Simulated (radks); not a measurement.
Q: These are the eigenvalues of the occupied orbitals of an atom or ion with whole-number occupations (hartree). Calculated with a radial shooting solver on a logarithmic mesh with Libxc functionals: scalar-relativistic Kohn-Sham, PBE, spin-polarised, spherical densities, finite nucleus; Fermi nuclear charge, rms radius of each element as measured or else 0.836 A^(1/3) + 0.57 fm.

orbital  eigenvalue
1s up     -1119.629
1s down   -1119.628
2s up     -175.4895
2s down   -175.4366
2p up     -158.1637
2p down   -158.1231
3s up     -39.10694
3s down   -39.08156
3p up     -33.46180
3p down   -33.43260
3d up     -24.86876
3d down   -24.82273
4s up     -11.06395
4s down   -10.88408
4p up      -9.26765
4p down    -9.08686
4d up      -6.58390
4d down    -6.40809

Which element is it, and in what charge state? The configuration may be excited. Open shells, if any, are filled with parallel spins first.

A: Z = 51, antimony, charge +9: Sb9+ in [Kr] 4d6. The list shows which subshells hold electrons but not how many an open one holds; the 1s level, -1119.6 hartree, gives Z - s = 47.3 by -(Z - s)^2/2, which with screening and relativity narrows Z to a few neighbours, and the depths of the outer levels then fix element, charge and occupations together.
